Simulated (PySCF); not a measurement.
H$_{3}$FGaNO, singlet, at a GFN2-xTB geometry (such geometries of metal compounds can be far from the true shape); HF/6-31G, polarisability in PySCF.

The PySCF input:
```python
from pyscf import gto, scf
from pyscf.prop import polarizability

mol = gto.M(
    atom='''
Ga   -0.017077   -0.001123    0.003191
F     1.684081   -0.254395   -0.345598
O    -0.588739   -0.737651    1.465745
H     0.036667   -1.197628    2.027474
N    -1.030615    1.068203   -1.089402
H    -2.021008    0.847948   -1.060520
H    -0.718792    1.097832   -2.055647
''',
    basis='6-31g',
    charge=0,
    spin=0,
    verbose=4,
)

mf = scf.RHF(mol)
mf.kernel()
alpha = mf.Polarizability().polarizability()[2, 2]
print('alpha_zz =', alpha)
```

### Question
What does PySCF print? Leave out banner, timings and long lists.

### Answer

```
site-packages/pyscf/prop/efg/rhf.py:45: UserWarning: Module EFG is under testing
  warnings.warn('Module EFG is under testing')
site-packages/pyscf/prop/efg/dhf.py:30: UserWarning: Module EFG is under testing
  warnings.warn('Module EFG is under testing')
site-packages/pyscf/prop/zfs/uhf.py:40: UserWarning: Module ZFS is under testing
  warnings.warn('Module ZFS is under testing')
site-packages/pyscf/prop/gtensor/uhf.py:43: UserWarning: Module g-tensor is under testing
  warnings.warn('Module g-tensor is under testing')
site-packages/pyscf/prop/gtensor/uks.py:41: UserWarning: Module g-tensor is under testing
  warnings.warn('Module g-tensor is under testing')
site-packages/pyscf/prop/hfc/uks.py:35: UserWarning: Module HFC is under testing
  warnings.warn('Module HFC is under testing')
site-packages/pyscf/prop/magnetizability/rhf.py:39: UserWarning: Module magnetizability is under testing
  warnings.warn('Module magnetizability is under testing')
site-packages/pyscf/prop/magnetizability/uhf.py:37: UserWarning: Module magnetizability is under testing
  warnings.warn('Module magnetizability is under testing')
site-packages/pyscf/prop/magnetizability/rks.py:37: UserWarning: Module magnetizability is under testing
  warnings.warn('Module magnetizability is under testing')
site-packages/pyscf/prop/magnetizability/uks.py:39: UserWarning: Module magnetizability is under testing
  warnings.warn('Module magnetizability is under testing')
site-packages/pyscf/prop/polarizability/uhf.py:34: UserWarning: Module polarizability is under testing
  warnings.warn('Module polarizability is under testing')
site-packages/pyscf/prop/polarizability/rks.py:29: UserWarning: Module polarizability is under testing
  warnings.warn('Module polarizability is under testing')
site-packages/pyscf/prop/polarizability/uks.py:29: UserWarning: Module polarizability is under testing
  warnings.warn('Module polarizability is under testing')
PySCF version 2.14.0

[INPUT] verbose = 4
[INPUT] num. atoms = 7
[INPUT] num. electrons = 58
[INPUT] charge = 0
[INPUT] spin (= nelec alpha-beta = 2S) = 0
[INPUT] symmetry False subgroup None
[INPUT] Mole.unit = angstrom
[INPUT] Symbol           X                Y                Z      unit          X                Y                Z       unit  Magmom
[INPUT]  1 Ga    -0.017077000000  -0.001123000000   0.003191000000 AA   -0.032270853029  -0.002122162438   0.006030116063 Bohr   0.0
[INPUT]  2 F      1.684081000000  -0.254395000000  -0.345598000000 AA    3.182451861584  -0.480736877459  -0.653085569197 Bohr   0.0
[INPUT]  3 O     -0.588739000000  -0.737651000000   1.465745000000 AA   -1.112555468850  -1.393958365512   2.769856618451 Bohr   0.0
[INPUT]  4 H      0.036667000000  -1.197628000000   2.027474000000 AA    0.069290587809  -2.263188919111   3.831370584676 Bohr   0.0
[INPUT]  5 N     -1.030615000000   1.068203000000  -1.089402000000 AA   -1.947580089869   2.018611115439  -2.058671419553 Bohr   0.0
[INPUT]  6 H     -2.021008000000   0.847948000000  -1.060520000000 AA   -3.819151615555   1.602389487873  -2.004092349624 Bohr   0.0
[INPUT]  7 H     -0.718792000000   1.097832000000  -2.055647000000 AA   -1.358320020528   2.074601810784  -3.884609838784 Bohr   0.0

nuclear repulsion = 295.693027905469
number of shells = 32
number of NR pGTOs = 168
number of NR cGTOs = 60
basis = 6-31g
ecp = {}

******** <class 'pyscf.scf.hf.RHF'> ********
method = RHF
initial guess = minao
damping factor = 0
level_shift factor = 0
DIIS = <class 'pyscf.scf.diis.CDIIS'>
diis_start_cycle = 1
diis_space = 8
diis_damp = 0
SCF conv_tol = 1e-09
SCF conv_tol_grad = None
SCF max_cycles = 50
direct_scf = True
direct_scf_tol = 1e-13
Set gradient conv threshold to 3.16228e-05
Initial guess from minao.
init E= -2152.90881916466
  HOMO = -0.320482946722959  LUMO = -0.0441262905314259  gap/eV = 7.52005
cycle= 1 E= -2153.35357903648  delta_E= -0.445  |g|= 0.692  |ddm|= 2.54
  HOMO = -0.40931492237794  LUMO = 0.0725660344424925  gap/eV = 13.11265
cycle= 2 E= -2153.42041835616  delta_E= -0.0668  |g|= 0.441  |ddm|= 0.788
  HOMO = -0.427765766634654  LUMO = 0.0669639017750656  gap/eV = 13.46228
cycle= 3 E= -2153.45284718135  delta_E= -0.0324  |g|= 0.0376  |ddm|= 0.273
  HOMO = -0.428494118660045  LUMO = 0.0690696306274141  gap/eV = 13.53940
cycle= 4 E= -2153.4535027991  delta_E= -0.000656  |g|= 0.014  |ddm|= 0.0669
  HOMO = -0.425665645981725  LUMO = 0.0693892763305306  gap/eV = 13.47113
cycle= 5 E= -2153.45356578882  delta_E= -6.3e-05  |g|= 0.00441  |ddm|= 0.0163
  HOMO = -0.425930712799321  LUMO = 0.0691195794901742  gap/eV = 13.47100
cycle= 6 E= -2153.45358351641  delta_E= -1.77e-05  |g|= 0.00114  |ddm|= 0.0128
  HOMO = -0.425853791112504  LUMO = 0.069057471730654  gap/eV = 13.46722
cycle= 7 E= -2153.45358483911  delta_E= -1.32e-06  |g|= 0.000507  |ddm|= 0.00387
  HOMO = -0.425873782150407  LUMO = 0.0690509853421757  gap/eV = 13.46759
cycle= 8 E= -2153.45358492792  delta_E= -8.88e-08  |g|= 9.71e-05  |ddm|= 0.000811
  HOMO = -0.425876345640908  LUMO = 0.0690481294422809  gap/eV = 13.46758
cycle= 9 E= -2153.45358493622  delta_E= -8.3e-09  |g|= 2.99e-05  |ddm|= 0.000258
  HOMO = -0.42587564777648  LUMO = 0.0690481179669122  gap/eV = 13.46756
cycle= 10 E= -2153.45358493714  delta_E= -9.19e-10  |g|= 1.01e-05  |ddm|= 9.47e-05
  HOMO = -0.425879980996882  LUMO = 0.069047770761963  gap/eV = 13.46767
Extra cycle  E= -2153.45358493717  delta_E= -2.82e-11  |g|= 6.27e-06  |ddm|= 1.41e-05
converged SCF energy = -2153.45358493717
Isotropic polarizability 23.1774513611
Polarizability anisotropy 3.99588152481
alpha_zz = 24.769584978285273
```
